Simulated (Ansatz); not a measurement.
cyclooctane (C8H16), singlet, geometry from GFN2-xTB. Base run: R2SCAN/STO-3G (Ansatz, a first-principles code).

Ansatz was given this input:
Ansatz 0.2 input:
```yaml
crystal:
  periodic: [false, false, false]
  atoms:
    - {symbol: C, position_ang: [-0.34845370, -1.69363208, -0.61994618]}
    - {symbol: C, position_ang: [0.95270599, -1.49246565, 0.16399292]}
    - {symbol: C, position_ang: [1.75448573, -0.22784866, -0.17849628]}
    - {symbol: C, position_ang: [1.39003230, 1.03174968, 0.61436608]}
    - {symbol: C, position_ang: [0.34481764, 1.94950748, -0.02699018]}
    - {symbol: C, position_ang: [-0.94208932, 1.27417646, -0.50609141]}
    - {symbol: C, position_ang: [-1.54974491, 0.30928660, 0.51944102]}
    - {symbol: C, position_ang: [-1.61828747, -1.14026728, 0.03381259]}
    - {symbol: H, position_ang: [-0.50903001, -2.76681620, -0.75501876]}
    - {symbol: H, position_ang: [-0.22673078, -1.27369534, -1.62005157]}
    - {symbol: H, position_ang: [1.59799237, -2.34760722, -0.05388528]}
    - {symbol: H, position_ang: [0.74518178, -1.51739110, 1.23529972]}
    - {symbol: H, position_ang: [2.80435450, -0.44991180, 0.03030039]}
    - {symbol: H, position_ang: [1.68074634, -0.02419121, -1.24829625]}
    - {symbol: H, position_ang: [2.29444567, 1.63225447, 0.74545367]}
    - {symbol: H, position_ang: [1.06918041, 0.73835159, 1.61553828]}
    - {symbol: H, position_ang: [0.79992014, 2.45506301, -0.88286516]}
    - {symbol: H, position_ang: [0.09034871, 2.72049027, 0.70565515]}
    - {symbol: H, position_ang: [-1.65930105, 2.06145277, -0.74903997]}
    - {symbol: H, position_ang: [-0.74148478, 0.74136969, -1.43393769]}
    - {symbol: H, position_ang: [-0.97511369, 0.34946140, 1.44313410]}
    - {symbol: H, position_ang: [-2.56520093, 0.62305279, 0.77167208]}
    - {symbol: H, position_ang: [-2.42992831, -1.23377906, -0.69312122]}
    - {symbol: H, position_ang: [-1.87617795, -1.77114332, 0.88863105]}
basis:
  gaussian:
    orbitals: STO-3G
hamiltonian:
  xc: r2scan
```

Each row names what was changed in the base input (with any setting that the change needs).

| change | ΔE vs base (kcal/mol) |
|---|---|
| base | 0.000 |
| point_charge = charge:1.0 position_ang:-4.4386, -0.7877, 3.8203 | -1.16 |
| lower_state_search = light | 0.000 |
| lower_state_search = full | 0.000 |
| accuracy = high | 0.007 |
| point_charge = charge:-1.0 position_ang:2.3767, 2.8883, -4.5779 | -1.08 |
| forces = on | 0.000 |
| final_grid = 10, 20, 41 | -0.221 |
| nuclear_model = gaussian | 0.011 |
| final_grid = 6, 12, 29 | 0.438 |
| lower_state_search = off | 0.000 |
